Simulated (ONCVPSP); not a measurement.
Logarithmic derivatives: W, ONCV

```json
{"Element": "tungsten", "Generator": "ONCVPSP 4.0.1", "Type": "optimised norm-conserving Vanderbilt (ONCV)", "Functional": "PBE", "Relativity": "scalar-relativistic", "Frozen core": "[Xe] 4f14", "Valence charge": "6", "Reference configuration": "5d4 6s2", "Partial waves": "6s: rc 2.55 bohr, ncon 3, nbas 6, qcut 2.6 1/bohr, 2 projectors, debl 2.3 Ha; p scattering state at 0.27 Ha: rc 2.55 bohr, ncon 4, nbas 9, qcut 3.8 1/bohr, 2 projectors, debl 2.8 Ha; 5d: rc 1.55 bohr, ncon 3, nbas 7, qcut 6.5 1/bohr, local", "Local potential": "the d channel", "Core correction": "polynomial model core, fcfact 0.6"}
```

In the p channel the program set the typed energies aside and used 0.050, 2.850 Ha.

The phase is arctan(r·R′/R) of the radial function R(r), unwrapped; energies in Ha, scanned from -2 to 5 Ha. A pole is an energy at which the radial function vanishes at the test radius. The pseudo phase is shifted by a multiple of π to meet the all-electron one at the reference energy, and phase errors are pseudo minus all-electron; the curves can meet again beyond the range given. Levels narrower than the energy grid can be missing from the lists of poles.

**Question.** For each channel, where are the poles, and over which energies does the pseudopotential scatter like the atom?

**Answer.**

```tsv
channel	radius (bohr)	reference energy (Ha)	poles, all-electron	poles, pseudo	unbroken range about the reference energy with phases within 0.05 rad	phase error 1 Ha above the reference energy (rad)
s	2.59	-0.21	1.17	0.04, 1.17, 4.99	below 0.0	-3.140
p	2.59	0.05	-1.54, 2.04	-0.18, 2.07	-0.1 to 3.7	+0.019
d	1.57	-0.16	2.48	2.37	below 4.3	-0.003
```

Note: ghosts flagged at negative energy: p at -5.2 eV; GHOST(+) flagged for s at 1.12 eV. A true bound ghost makes a file unfit for plane-wave use.

Phases in the p channel:

```json
{"E (Ha)": "-1.98", "all-electron": "1.230", "pseudo": "1.312"}
{"E (Ha)": "-1.62", "all-electron": "-1.061", "pseudo": "1.275"}
{"E (Ha)": "-1.26", "all-electron": "-1.805", "pseudo": "1.220"}
{"E (Ha)": "-0.90", "all-electron": "-1.922", "pseudo": "1.131"}
{"E (Ha)": "-0.54", "all-electron": "-2.083", "pseudo": "0.957"}
{"E (Ha)": "-0.18", "all-electron": "-2.450", "pseudo": "-1.676"}
{"E (Ha)": "0.18", "all-electron": "-3.414", "pseudo": "-3.399"}
{"E (Ha)": "0.54", "all-electron": "-4.179", "pseudo": "-4.145"}
{"E (Ha)": "0.90", "all-electron": "-4.450", "pseudo": "-4.427"}
{"E (Ha)": "1.26", "all-electron": "-4.575", "pseudo": "-4.560"}
{"E (Ha)": "1.62", "all-electron": "-4.649", "pseudo": "-4.641"}
{"E (Ha)": "1.98", "all-electron": "-4.704", "pseudo": "-4.699"}
{"E (Ha)": "2.34", "all-electron": "-4.751", "pseudo": "-4.749"}
{"E (Ha)": "2.70", "all-electron": "-4.800", "pseudo": "-4.800"}
{"E (Ha)": "3.06", "all-electron": "-4.862", "pseudo": "-4.861"}
{"E (Ha)": "3.42", "all-electron": "-4.960", "pseudo": "-4.950"}
{"E (Ha)": "3.78", "all-electron": "-5.186", "pseudo": "-5.117"}
{"E (Ha)": "4.14", "all-electron": "-6.093", "pseudo": "-5.571"}
{"E (Ha)": "4.50", "all-electron": "-7.277", "pseudo": "-6.718"}
{"E (Ha)": "4.86", "all-electron": "-7.568", "pseudo": "-7.334"}
```
